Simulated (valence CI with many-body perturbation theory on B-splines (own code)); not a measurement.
Tc XXI: M1 decay

Calculated by configuration interaction combined with many-body perturbation theory (CI+MBPT): five valence electrons over a frozen Dirac-Fock core [Ar], radial functions for each j: 7 s, 7 p, 8 d, 6 f, 4 g, 1 h, with the one-electron correlation potential Σ1 (screened to all orders), the two-electron term Σ2, the three-electron term Σ3, Breit, model QED; selected single and double excitations, second order for the rest (own B-spline code, finite nucleus).

No measured levels were compared; by estimate terms of the open shell hold to 2 to 4 % of their energy, and close levels can change places. Core correlation moves these levels by up to 12000 cm⁻¹, and in measured spectra 5 to 20 % of such shifts remained as error; rates that hang on mixing are uncertain with them. Only levels of the ground parity were solved; by the run's estimate the other parity begins above the list, which can be wrong where configurations are misplaced.

Lines 51 to 100 of 120 in falling wavelength, among levels below 384690 cm⁻¹, chosen from the decays that carry over 1 % of a level's rate. Wavelengths and rates use the calculated energies, so an error of 3000 cm⁻¹ moves a line at 202.7 nm by 6.1 % and its rate by three times that or more. S is in atomic units (e²a₀⁴ for E2 and M2, e²a₀⁶ for E3), for M1 in squared Bohr magnetons. Weak lines are less certain than strong ones. Lines between different terms over intervals too small for the method are left out, as are lines whose strength nearly cancels.

Names give the largest LS component (configuration and term), which can be under half, so a name can repeat, a term be missing and a line seem to break the LS rules; names also repeat where a configuration has a term twice. Letters in brackets count levels of one name in rising energy.

```csv
λ vac (nm),Upper,Lower,Type,A (s⁻¹),S (a.u.)
202.7,3d5 4D_5/2,3d5 4G_5/2 [a],M1,1.25e+02,2.32e-01
196.5,3d5 2F_7/2 [c],3d5 2G_9/2 [a],M1,3.92e+02,8.83e-01
196.0,3d5 4F_3/2,3d5 4D_3/2,M1,4.71e+02,5.26e-01
195.6,3d5 2F_7/2 [c],3d5 2F_5/2 [a],M1,2.54e+01,5.64e-02
192.5,3d5 2G_9/2 [b],3d5 2G_9/2 [a],M1,4.46e+01,1.18e-01
191.3,3d5 2H_11/2,3d5 2I_13/2,M1,4.10e+02,1.28e+00
190.1,3d5 4F_5/2,3d5 4D_7/2,M1,5.61e+01,8.58e-02
187.4,3d5 2F_7/2 [a],3d5 4G_9/2,M1,3.36e+02,6.55e-01
184.6,3d5 2I_13/2,3d5 4G_11/2,M1,4.42e+01,1.44e-01
182.5,3d5 2F_7/2 [b],3d5 4D_5/2,M1,3.31e+01,5.97e-02
182.4,3d5 4F_3/2,3d5 4D_1/2,M1,2.74e+02,2.47e-01
181.5,3d5 2F_7/2 [c],3d5 2F_7/2 [a],M1,2.43e+02,4.30e-01
178.8,3d5 2D_3/2 [a],3d5 4P_3/2,M1,8.82e+02,7.47e-01
173.9,3d5 4D_3/2,3d5 4G_5/2 [a],M1,1.17e+02,9.14e-02
172.5,3d5 2F_5/2 [a],3d5 4P_3/2,M1,1.40e+02,1.60e-01
171.7,3d5 2H_9/2,3d5 4D_7/2,M1,1.11e+02,2.08e-01
171.5,3d5 2F_5/2 [a],3d5 4G_5/2 [b],M1,2.84e+03,3.19e+00
171.4,3d5 2F_5/2 [b],3d5 4D_3/2,M1,1.35e+02,1.51e-01
169.0,3d5 4F_3/2,3d5 4D_5/2,M1,3.24e+02,2.32e-01
163.6,3d5 2G_9/2 [a],3d5 4G_11/2,M1,2.39e+02,3.88e-01
161.8,3d5 2G_7/2 [a],3d5 4D_5/2,M1,2.01e+02,2.52e-01
160.8,3d5 2H_11/2,3d5 2I_11/2,M1,1.37e+03,2.53e+00
160.1,3d5 2F_5/2 [a],3d5 4G_7/2,M1,4.65e+02,4.24e-01
159.4,3d5 2G_9/2 [a],3d5 4G_7/2,M1,1.86e+02,2.80e-01
156.2,3d5 2F_7/2 [b],3d5 4D_7/2,M1,5.15e+02,5.83e-01
150.4,3d5 2F_5/2 [b],3d5 4D_5/2,M1,9.14e+01,6.92e-02
145.3,3d5 2G_9/2 [b],3d5 2I_11/2,M1,3.21e+02,3.65e-01
140.8,3d5 2G_7/2 [a],3d5 4D_7/2,M1,5.74e+02,4.75e-01
137.7,3d5 2F_7/2 [a],3d5 4G_5/2 [a],M1,4.08e+01,3.16e-02
134.3,3d5 4F_5/2,3d5 4G_5/2 [b],M1,7.47e+01,4.03e-02
134.1,3d5 2D_3/2 [a],3d5 4G_5/2 [a],M1,7.20e+02,2.58e-01
132.1,3d5 2F_5/2 [b],3d5 4D_7/2,M1,3.01e+02,1.54e-01
130.6,3d5 2F_5/2 [a],3d5 4G_5/2 [a],M1,1.15e+02,5.68e-02
127.6,3d5 2F_7/2 [c],3d5 4D_5/2,M1,5.86e+01,3.61e-02
127.2,3d5 4F_5/2,3d5 4G_7/2,M1,3.53e+02,1.62e-01
126.4,3d5 2H_9/2,3d5 4G_9/2,M1,9.94e+02,7.45e-01
121.0,3d5 2H_9/2,3d5 4G_11/2,M1,3.82e+02,2.51e-01
118.7,3d5 2H_9/2,3d5 4G_7/2,M1,4.09e+02,2.54e-01
117.8,3d5 2F_7/2 [b],3d5 4G_9/2,M1,7.87e+02,3.82e-01
116.5,3d5 2F_7/2 [b],3d5 4G_5/2 [b],M1,3.14e+01,1.47e-02
116.0,3d5 4G_5/2 [a],3d5 6S_5/2,M1,1.10e+03,3.83e-01
114.2,3d5 2F_7/2 [c],3d5 4D_7/2,M1,4.41e+01,1.94e-02
112.8,3d5 2G_9/2 [b],3d5 4D_7/2,M1,3.99e+02,2.12e-01
111.3,3d5 4F_3/2,3d5 4P_3/2,M1,4.41e+01,9.00e-03
111.1,3d5 2F_7/2 [b],3d5 4G_7/2,M1,6.21e+01,2.52e-02
110.8,3d5 4F_3/2,3d5 4G_5/2 [b],M1,7.32e+01,1.48e-02
108.8,3d5 2G_7/2 [a],3d5 4G_9/2,M1,5.34e+02,2.04e-01
103.0,3d5 2G_7/2 [a],3d5 4G_7/2,M1,1.18e+02,3.82e-02
102.9,3d5 2F_5/2 [b],3d5 4P_3/2,M1,1.11e+02,2.68e-02
102.5,3d5 2F_5/2 [b],3d5 4G_5/2 [b],M1,1.93e+02,4.63e-02
```
